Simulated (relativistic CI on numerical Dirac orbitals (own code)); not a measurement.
**Energy levels of In⁶⁺**

Computed by Dirac-Coulomb-Breit CI, separate exchange-only KLI orbitals for each configuration, model QED (radiative potential, 1s self-energy scaled to tabulated hydrogen-like ionisation energies), valence Slater integrals scaled by 0.9, configuration energies shifted to the measured levels that pair with them (semi-empirical) (own radial code, finite nucleus).

CI space (outside the closed core [Ar] 3d10): 4s²4p⁶4d⁷, 4s²4p⁶4d⁶5p, 4s²4p⁶4d⁶5s, 4s²4p⁶4d⁶4f, 4s²4p⁵4d⁸, 4s²4p⁶4d⁵4f², 4s²4p⁶4d⁶5d, 4s²4p⁴4d⁹, 4s²4p⁶4d⁶6s, 4s4p⁶4d⁸, 4s²4p⁶4d⁵5s², 4s²4p⁶4d⁶6p, 4s²4p⁵4d⁷4f, 4s²4p⁶4d⁶5f, 4s²4p⁶4d⁶6d, 4s²4p⁶4d⁵5s5p, 4s²4p⁶4d⁶5g, 4s²4p⁶4d⁶6f, 4s²4p⁶4d⁵4f5s, 4s²4p⁵4d⁷5s, 4p⁶4d⁹, 4s4p⁶4d⁷4f, 4s²4p⁵4d⁷5d. Levels of other configurations are missing.

The lowest level is 4s²4p⁶4d⁷ ⁴F9/2, with 93 % of that term; Hund's rules for 4s²4p⁶4d⁷ give ⁴F with J = 9/2, in agreement.

```
No.  Configuration  Term     J  E (cm⁻¹)   %  Lifetime (s)     jj configuration (%)
  1      4s²4p⁶4d⁷    ⁴F   9/2         0  93                           4d5/2^3 (69)
  2      4s²4p⁶4d⁷    ⁴F   7/2      5655  97      1.70e-01     4d3/2^3 4d5/2^4 (87)
  3      4s²4p⁶4d⁷    ⁴F   5/2      8543  92      7.78e-01     4d3/2^2 4d5/2^5 (51)
  4      4s²4p⁶4d⁷    ⁴F   3/2     10193  86      3.90e+00     4d3/2^3 4d5/2^4 (38)
  5      4s²4p⁶4d⁷    ⁴P   3/2     17066  51      3.94e-01             4d5/2^3 (62)
  6      4s²4p⁶4d⁷    ⁴P   5/2     19011  91      3.39e-01     4d3/2^3 4d5/2^4 (55)
  7      4s²4p⁶4d⁷    ²G   9/2     20615  76      5.39e-02     4d3/2^3 4d5/2^4 (60)
  8      4s²4p⁶4d⁷    ⁴P   1/2     21905  74      2.40e-01     4d3/2^3 4d5/2^4 (89)
  9      4s²4p⁶4d⁷    ²G   7/2     25823  94      8.95e-02     4d3/2^3 4d5/2^4 (57)
 10      4s²4p⁶4d⁷    ⁴P   3/2     27269  41      3.66e-02     4d3/2^2 4d5/2^5 (64)
 11      4s²4p⁶4d⁷    ²H  11/2     28044  98      7.79e-01     4d3/2^3 4d5/2^4 (98)
 12      4s²4p⁶4d⁷    ²D   5/2     29686  87      2.15e-02     4d3/2^2 4d5/2^5 (46)
 13      4s²4p⁶4d⁷    ²P   1/2     31200  74      6.88e-02     4d3/2^2 4d5/2^5 (89)
 14      4s²4p⁶4d⁷    ²H   9/2     33930  81      6.50e-02     4d3/2^2 4d5/2^5 (86)
 15      4s²4p⁶4d⁷    ²D   3/2     38740  63      1.97e-02       4d3/2 4d5/2^6 (69)
 16      4s²4p⁶4d⁷    ²F   5/2     42674  94      8.82e-02     4d3/2^3 4d5/2^4 (67)
 17      4s²4p⁶4d⁷    ²F   7/2     45807  95      4.77e-02     4d3/2^3 4d5/2^4 (53)
 18      4s²4p⁶4d⁷    ²D   3/2     65679  97      1.31e-02     4d3/2^3 4d5/2^4 (81)
 19      4s²4p⁶4d⁷    ²D   5/2     68791  94      1.07e-02     4d3/2^2 4d5/2^5 (75)
 20   4s²4p⁶4d⁶5s‡    ⁶D   9/2    250151  96      5.89e-04  4d3/2^3 4d5/2^3 5s (46)
 21   4s²4p⁶4d⁶5s‡    ⁶D   7/2    253557  97      4.02e-04  4d3/2^3 4d5/2^3 5s (59)
 22   4s²4p⁶4d⁶5s‡    ⁶D   5/2    255452  95      4.12e-04  4d3/2^2 4d5/2^4 5s (49)
 23   4s²4p⁶4d⁶5s‡    ⁶D   3/2    256812  95      3.91e-04  4d3/2^3 4d5/2^3 5s (43)
 24   4s²4p⁶4d⁶5s‡    ⁶D   1/2    257627  95      4.37e-04  4d3/2^2 4d5/2^4 5s (46)
 25   4s²4p⁶4d⁶5s‡    ⁴D   7/2    266083  92      4.44e-06  4d3/2^3 4d5/2^3 5s (44)
 26   4s²4p⁶4d⁶5s‡    ⁴D   5/2    269686  90      4.52e-06  4d3/2^3 4d5/2^3 5s (57)
 27   4s²4p⁶4d⁶5s‡    ⁴D   3/2    271517  90      4.44e-06  4d3/2^2 4d5/2^4 5s (38)
 28   4s²4p⁶4d⁶5s‡    ⁴D   1/2    272817  93      4.41e-06  4d3/2^3 4d5/2^3 5s (43)
 29   4s²4p⁶4d⁶5s‡    ⁴H   9/2    277736  37      1.57e-05          4d5/2^2 5s (44)
 30   4s²4p⁶4d⁶5s‡    ⁴H  13/2    278614  95      1.60e-05  4d3/2^3 4d5/2^3 5s (81)
 31   4s²4p⁶4d⁶5s‡    ⁴H   7/2    278676  52      1.45e-05  4d3/2^3 4d5/2^3 5s (51)
 32   4s²4p⁶4d⁶5s‡    ⁴H  11/2    278866  75      1.67e-05  4d3/2^3 4d5/2^3 5s (87)
 33   4s²4p⁶4d⁶5s‡    ⁴P   5/2    279552  83      1.43e-05  4d3/2^2 4d5/2^4 5s (42)
 34   4s²4p⁶4d⁶5s‡    ⁴H   9/2    282394  46      1.35e-05  4d3/2^2 4d5/2^4 5s (52)
 35   4s²4p⁶4d⁶5s‡    ⁴F   5/2    283666  71      1.61e-05  4d3/2^3 4d5/2^3 5s (62)
 36   4s²4p⁶4d⁶5s‡    ⁴F   7/2    283787  58      1.62e-05  4d3/2^2 4d5/2^4 5s (53)
 37   4s²4p⁶4d⁶5s‡    ⁴F   3/2    284311  50      1.23e-05          4d5/2^2 5s (35)
 38   4s²4p⁶4d⁶5s‡    ⁴G  11/2    284915  50      9.69e-06  4d3/2^3 4d5/2^3 5s (76)
 39   4s²4p⁶4d⁶5s‡    ⁴F   3/2    285025  43      1.22e-05  4d3/2^3 4d5/2^3 5s (54)
 40   4s²4p⁶4d⁶5s‡    ⁴G   9/2    288844  49      9.34e-06  4d3/2^3 4d5/2^3 5s (52)
 41   4s²4p⁶4d⁶5s‡    ⁴G   5/2    288969  56      1.13e-05  4d3/2^3 4d5/2^3 5s (44)
 42   4s²4p⁶4d⁶5s‡    ²H   9/2    289741  45      7.93e-06  4d3/2^2 4d5/2^4 5s (62)
 43   4s²4p⁶4d⁶5s‡    ⁴P   1/2    289759  68      1.42e-05  4d3/2^3 4d5/2^3 5s (51)
 44   4s²4p⁶4d⁶5s‡    ⁴G   7/2    289962  42      1.03e-05  4d3/2^2 4d5/2^4 5s (56)
 45   4s²4p⁶4d⁶5s‡    ²H  11/2    290036  53      7.49e-06  4d3/2^2 4d5/2^4 5s (71)
 46   4s²4p⁶4d⁶5s‡    ²F   7/2    291312  38      7.36e-06  4d3/2^2 4d5/2^4 5s (48)
 47   4s²4p⁶4d⁶5s‡    ²P   3/2    293514  54      6.39e-06    4d3/2 4d5/2^5 5s (43)
 48   4s²4p⁶4d⁶5s‡    ⁴D   1/2    293640  79      1.13e-05  4d3/2^3 4d5/2^3 5s (53)
 49   4s²4p⁶4d⁶5s‡    ⁴D   5/2    293641  73      1.32e-05  4d3/2^2 4d5/2^4 5s (51)
 50   4s²4p⁶4d⁶5s‡    ⁴D   3/2    294446  78      1.48e-05  4d3/2^2 4d5/2^4 5s (55)
 51   4s²4p⁶4d⁶5s‡    ⁴D   7/2    294870  89      1.46e-05  4d3/2^3 4d5/2^3 5s (49)
 52   4s²4p⁶4d⁶5s‡    ²F   5/2    295485  67      6.03e-06  4d3/2^2 4d5/2^4 5s (56)
 53   4s²4p⁶4d⁶5s‡    ²G   9/2    296853  84      5.57e-06  4d3/2^2 4d5/2^4 5s (68)
 54   4s²4p⁶4d⁶5s‡    ²I  13/2    296925  95      9.50e-06  4d3/2^2 4d5/2^4 5s (81)
 55   4s²4p⁶4d⁶5s‡    ²I  11/2    297734  84      8.84e-06  4d3/2^2 4d5/2^4 5s (91)
 56   4s²4p⁶4d⁶5s‡    ²G   7/2    298967  88      5.48e-06  4d3/2^2 4d5/2^4 5s (72)
 57   4s²4p⁶4d⁶5s‡    ²P   1/2    299240  56      6.49e-06    4d3/2 4d5/2^5 5s (42)
 58   4s²4p⁶4d⁶5s‡    ²G   9/2    302548  74      8.09e-06    4d3/2 4d5/2^5 5s (52)
 59   4s²4p⁶4d⁶5s‡    ²D   3/2    302990  83      5.15e-06  4d3/2^2 4d5/2^4 5s (57)
 60   4s²4p⁶4d⁶5s‡    ²G   7/2    303325  65      7.48e-06    4d3/2 4d5/2^5 5s (57)
 61   4s²4p⁶4d⁶5s‡    ²D   5/2    303452  90      4.50e-06  4d3/2^3 4d5/2^3 5s (48)
 62   4s²4p⁶4d⁶5s‡    ⁴P   1/2    308281  41      7.78e-06          4d5/2^2 5s (33)
 63   4s²4p⁶4d⁶5s‡    ²D   5/2    308837  77      7.95e-06  4d3/2^2 4d5/2^4 5s (42)
 64   4s²4p⁶4d⁶5s‡    ²D   3/2    309295  88      6.67e-06    4d3/2 4d5/2^5 5s (35)
 65   4s²4p⁶4d⁶5s‡    ²F   7/2    310735  74      7.72e-06  4d3/2^3 4d5/2^3 5s (87)
 66   4s²4p⁶4d⁶5s‡    ²F   5/2    311029  77      8.75e-06  4d3/2^3 4d5/2^3 5s (86)
 67   4s²4p⁶4d⁶5s‡    ⁴P   1/2    316409  69      9.96e-06          4d5/2^6 5s (39)
 68   4s²4p⁶4d⁶5s‡    ⁴P   3/2    317164  93      1.08e-05  4d3/2^3 4d5/2^3 5s (69)
 69   4s²4p⁶4d⁶5s‡    ⁴F   9/2    318999  94      1.02e-05  4d3/2^2 4d5/2^4 5s (62)
 70   4s²4p⁶4d⁶5s‡    ⁴F   3/2    319412  95      1.04e-05  4d3/2^2 4d5/2^4 5s (74)
```

Energies count from the lowest computed level; lifetimes are radiative, by E1, M1, E2 decay to levels of this space only. Filled j subshells are mostly left out of the jj labels. ‡ marks configurations that were not tied to measured data.

The mean weight of the leading LS term, summed over parents, in these 70 levels is 76 %, and that of the leading jj configuration (from the same eigenvectors) 59 %, so LS coupling describes them better.

Configurations whose levels could be paired with our table of measured levels were shifted onto them, all but the ground configuration, by the median error of their levels; single terms can still be off by 1,000 to 2,000 cm⁻¹ or more, and rates follow the energies as ν³ (E1, M1) or ν⁵ (E2). The others borrow a shift and can be off by several thousand cm⁻¹ or more. 21 of the 69 excited levels that our extract of the measured tables holds in this range could be paired (the sources list more); they are missed by 353 cm⁻¹ on average and 809 at most, after the shifts were fitted to these levels, and levels without a partner can miss by more. Some levels of the ground configuration have no partner and can miss by 10 % or more.

Landé's interval rule says that E(J) − E(J−1) = AJ with one A. For the ground term the intervals give A = -660.0, -825.0, -1256.7 cm⁻¹ for J = 5/2, 7/2, 9/2; the multiplet is inverted.

LS names give the leading component of a level, which can be under half, so a name can repeat, a term be missing and a line seem to break the LS rules.
